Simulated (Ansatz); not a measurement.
```xyz
12

C     1.3986    0.0093    0.0002
C     0.7030    1.2131    0.0066
C    -0.6987    1.2178    0.0020
C    -1.3908   -0.0086   -0.0029
C    -0.6955   -1.1984   -0.0015
C     0.7054   -1.2136   -0.0025
H     2.4974    0.0031   -0.0008
H     1.2412    2.1468    0.0056
H    -1.2478    2.1631   -0.0038
H    -2.4971    0.0006    0.0039
H    -1.2433   -2.1583    0.0093
H     1.2390   -2.1540   -0.0086
```

Basis set: cc-pVDZ (spherical functions). Frozen core: 6 orbitals. Charge 0, multiplicity 1.

Computed with Ansatz (development build ahead of 0.2.0); each method stands on the lowest determinant of its kind that the runs found. Restricted open shells among the atoms or ions are ROHF, correlated in semicanonical orbitals with singles.

The atomization energy at this shape (free ground-state atoms in the same class of orbitals less the molecule, no zero-point energy) of singlet C6H6:

```tsv
method	atomization energy
RHF-MP2	56.64 eV
```

(1) What does RHF give?

## Answers

(1) 44.35 eV.
